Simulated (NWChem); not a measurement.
System: 1,1-difluoroethane (C2H4F2); SMILES FC(F)C

NWChem input:

```
start job
memory heap 200 mb stack 900 mb global 1100 mb
geometry units angstroms noautoz
  C     -0.113080     1.366535     0.000000
  C      0.350818    -0.060260     0.000000
  F     -0.122764    -0.705529    -1.092215
  F     -0.122764    -0.705529     1.092215
  H     -1.212214     1.387995     0.000000
  H      0.256316     1.886308    -0.894476
  H      0.256316     1.886308     0.894476
  H      1.451454    -0.162517     0.000000
end
basis spherical
  * library def2-svp
end
dft
  xc slater vwn_5
  iterations 150
  mulliken
end
task dft energy
```

Excerpt of the output:

```
             Northwest Computational Chemistry Package (NWChem) 7.3.0
             --------------------------------------------------------

 CS  symmetry detected

                             Geometry "geometry" -> ""
                             -------------------------

 Output coordinates in angstroms (scale by  1.889725989 to convert to a.u.)

  No.       Tag          Charge          X              Y              Z
 ---- ---------------- ---------- -------------- -------------- --------------
    1 C                    6.0000    -0.11607983    -1.36219971     0.00000000
    2 C                    6.0000     0.35192675     0.06325292     0.00000000
    3 F                    9.0000    -0.11979431     0.70988359    -1.09221500
    4 F                    9.0000    -0.11979431     0.70988359     1.09221500
    5 H                    1.0000    -1.21527109    -1.38049309     0.00000000
    6 H                    1.0000     0.25181721    -1.88303475    -0.89447600
    7 H                    1.0000     0.25181721    -1.88303475     0.89447600
    8 H                    1.0000     1.45285277     0.16233864     0.00000000

 Effective nuclear repulsion energy (a.u.)     132.8145384597

      Symmetry information
      --------------------

 Group name             Cs
 Group number              2
 Group order               2
 No. of unique centers     6

                                 NWChem DFT Module
                                 -----------------

 Summary of "ao basis" -> "ao basis" (spherical)
 ------------------------------------------------------------------------------
       Tag                 Description            Shells   Functions and Types
 ---------------- ------------------------------  ------  ---------------------
 C                          def2-svp                 6       14   3s2p1d
 F                          def2-svp                 6       14   3s2p1d
 H                          def2-svp                 3        5   2s1p

      Symmetry analysis of basis
      --------------------------

        a'         47
        a"         29

            General Information
            -------------------
          SCF calculation type: DFT
          Wavefunction type:  closed shell.
          No. of atoms     :     8
          No. of electrons :    34
           Alpha electrons :    17
            Beta electrons :    17
          Charge           :     0
          Spin multiplicity:     1
          Use of symmetry is: on ; symmetry adaption is: on
          Maximum number of iterations: 150
          AO basis - number of functions:    76
                     number of shells:    36
          Convergence on energy requested:  1.00D-06
          Convergence on density requested:  1.00D-05
          Convergence on gradient requested:  5.00D-04

              XC Information
              --------------
                        Slater Exchange Functional  1.000 local
                      VWN V Correlation Functional  1.000 local

             Grid Information
             ----------------
          Grid used for XC integration:  medium
          Radial quadrature: Mura-Knowles
          Angular quadrature: Lebedev.
          Tag              B.-S. Rad. Rad. Pts. Rad. Cut. Ang. Pts.
          ---              ---------- --------- --------- ---------
          C                   0.70       49           8.0       434
          F                   0.50       49           9.0       434
          H                   0.35       45           9.0       434
          Grid pruning is: on
          Number of quadrature shells:   282
          Spatial weights used:  Erf1

      Superposition of Atomic Density Guess
      -------------------------------------

 Sum of atomic energies:        -275.83175982

      Non-variational initial energy
      ------------------------------

 Total energy =    -277.492514
 1-e energy   =    -644.707473
 2-e energy   =     234.400421
 HOMO         =      -0.382711
 LUMO         =       0.131037

      Symmetry analysis of molecular orbitals - initial
      -------------------------------------------------

  Numbering of irreducible representations:

     1 a'          2 a"

  Orbital symmetries:

     1 a'          2 a"          3 a'          4 a'          5 a'
     6 a"          7 a'          8 a'          9 a"         10 a'
    11 a'         12 a"         13 a"         14 a'         15 a"
    16 a'         17 a'         18 a'         19 a'         20 a"
    21 a'         22 a"         23 a'         24 a'         25 a'
    26 a"         27 a'

     ---------------------------------------------
      Total Density - Mulliken Population Analysis
     ---------------------------------------------

    Atom       Charge   Shell Charges
 -----------   ------   -------------------------------------------------------
    1 C    6     6.34   1.99  0.97  0.19  2.11  1.06  0.02
    2 C    6     5.14   1.99  0.88  0.21  1.45  0.50  0.10
    3 F    9     9.43   1.99  1.14  0.77  3.46  2.06  0.00
    4 F    9     9.43   1.99  1.14  0.77  3.46  2.06  0.00
    5 H    1     0.90   0.67  0.21  0.03
    6 H    1     0.89   0.66  0.20  0.03
    7 H    1     0.89   0.66  0.20  0.03
    8 H    1     0.99   0.73  0.25  0.02

   convergence    iter        energy       DeltaE   RMS-Dens  Diis-err
 ---------------- ----- ----------------- --------- --------- ---------
 d= 0,ls=0.0,diis     1   -275.9788875469 -4.09D+02  2.29D-02  1.35D+00
 d= 0,ls=0.0,diis     2   -275.7929704678  1.86D-01  1.39D-02  3.44D+00
 d= 0,ls=0.0,diis     3   -276.0884585892 -2.95D-01  2.29D-03  6.84D-02
 d= 0,ls=0.0,diis     4   -276.0924984806 -4.04D-03  1.15D-03  1.35D-02
 d= 0,ls=0.0,diis     5   -276.0937409570 -1.24D-03  2.11D-04  3.30D-04
  Resetting Diis
 d= 0,ls=0.0,diis     6   -276.0937829902 -4.20D-05  4.65D-05  1.59D-05
 d= 0,ls=0.0,diis     7   -276.0937848741 -1.88D-06  2.68D-05  1.51D-06
 d= 0,ls=0.0,diis     8   -276.0937847382  1.36D-07  1.50D-05  2.68D-06
 d= 0,ls=0.0,diis     9   -276.0937850512 -3.13D-07  1.40D-06  1.40D-08

         Total DFT energy =     -276.093785051158
      One electron energy =     -646.897513703540
           Coulomb energy =      269.184651463315
    Exchange-Corr. energy =      -31.195461270610
 Nuclear repulsion energy =      132.814538459677

 Numeric. integr. density =       34.000003716469

                  Occupations of the irreducible representations
                  ----------------------------------------------

                     irrep           alpha         beta
                     --------     --------     --------
                     a'               11.0         11.0
                     a"                6.0          6.0

                       DFT Final Molecular Orbital Analysis
                       ------------------------------------

 Vector   15  Occ=2.000000D+00  E=-3.425049D-01  Symmetry=a'
              MO Center= -1.1D-02, -5.3D-02, -2.4D-15, r^2= 2.6D+00
   Bfn.  Coefficient  Atom+Function         Bfn.  Coefficient  Atom+Function
  ----- ------------  ---------------      ----- ------------  ---------------
    33      0.313453  3 F  py                47      0.313453  4 F  py
     5     -0.218990  1 C  py                36     -0.213990  3 F  py
    50     -0.213990  4 F  py                32     -0.187470  3 F  px
    46     -0.187470  4 F  px                72     -0.174315  8 H  s
     4      0.160105  1 C  px                57     -0.160708  5 H  s

 Vector   16  Occ=2.000000D+00  E=-3.262404D-01  Symmetry=a"
              MO Center= -8.1D-02,  3.0D-01, -2.0D-14, r^2= 2.3D+00
   Bfn.  Coefficient  Atom+Function         Bfn.  Coefficient  Atom+Function
  ----- ------------  ---------------      ----- ------------  ---------------
    33      0.317965  3 F  py                34      0.318252  3 F  pz
    47     -0.317965  4 F  py                48      0.318252  4 F  pz
    37     -0.214536  3 F  pz                51     -0.214536  4 F  pz
    36     -0.211214  3 F  py                50      0.211214  4 F  py
     6      0.195300  1 C  pz                62     -0.144770  6 H  s

 Vector   17  Occ=2.000000D+00  E=-2.810922D-01  Symmetry=a'
              MO Center=  2.0D-01,  1.7D-01,  3.3D-15, r^2= 2.1D+00
   Bfn.  Coefficient  Atom+Function         Bfn.  Coefficient  Atom+Function
  ----- ------------  ---------------      ----- ------------  ---------------
    32      0.303140  3 F  px                46      0.303140  4 F  px
    72      0.285566  8 H  s                  3     -0.269817  1 C  s
     5     -0.252548  1 C  py                18      0.241080  2 C  px
    33      0.212453  3 F  py                47      0.212453  4 F  py
    35     -0.205968  3 F  px                49     -0.205968  4 F  px

 Vector   18  Occ=0.000000D+00  E= 4.216850D-02  Symmetry=a'
              MO Center=  7.2D-01, -1.2D+00,  2.7D-14, r^2= 4.8D+00
   Bfn.  Coefficient  Atom+Function         Bfn.  Coefficient  Atom+Function
  ----- ------------  ---------------      ----- ------------  ---------------
     3      1.808884  1 C  s                 73     -1.126307  8 H  s
    63     -1.067032  6 H  s                 68     -1.067032  7 H  s
    17      0.572675  2 C  s                 21      0.558380  2 C  px
    58     -0.518866  5 H  s                  8     -0.452864  1 C  py
    18      0.253731  2 C  px                 5     -0.185528  1 C  py

[...]
```

Level: LDA (Slater exchange, VWN5)/def2-SVP. Geometry: optimised at PBE0/def2-SVP.
